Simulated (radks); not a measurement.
Polarisability of the strontium ion Sr+, [Kr] 5s1, at imaginary frequency. Calculated with a radial shooting solver on a logarithmic mesh with Libxc functionals: non-relativistic Kohn-Sham, LB94 model potential, spin-polarised, spherical densities, point nucleus; open shells are filled with parallel spins first (spin-orbit coupling, left out, can overturn this in heavy ions); relativity is left out, which matters for an element this heavy. Response by self-consistent Sternheimer equations with the Hartree and adiabatic LDA kernel.

w (hartree),alpha1(iw) (bohr^3)
0.00266,73.45
0.0143,72.57
0.0360,68.03
0.0697,56.76
0.118,40.64
0.186,26.05
0.280,16.32
0.413,10.60
0.605,7.159
0.892,4.782
1.35,2.940
2.12,1.563
3.59,0.6966
6.94,0.2552
17.5,0.06292

Static values: alpha1 = 73.48 bohr^3 (10.89 angstrom^3; uncoupled 94.67). C6 = 577.8, triple-dipole C9 = 29670 atomic units. One-pole (London) frequency 4 C6 / (3 alpha1^2) = 0.143 hartree, against 0.438 for minus the highest occupied eigenvalue.
